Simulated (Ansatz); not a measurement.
Ansatz (a program for electronic structure) input:

Ansatz 0.2 input:
```yaml
crystal:
  periodic: [false, false, false]
  atoms:
    - {symbol: Ca, position_ang: [0.16818963, 0.03966886, 0.10784314]}
    - {symbol: F, position_ang: [0.89604762, 0.79497334, -1.62098023]}
    - {symbol: O, position_ang: [-1.19157903, -0.83678527, 1.32656272]}
    - {symbol: H, position_ang: [-1.89558885, -1.25385498, 1.81945753]}
basis:
  gaussian:
    orbitals: STO-3G
magnetization: {spin_polarized: false}
correlation: {method: ccsd_t, electrons: outside_noble_gas}
```

Predict the final energy.

-842.39823 Eh (CCSD(T)/STO-3G). The basis has 24 functions.
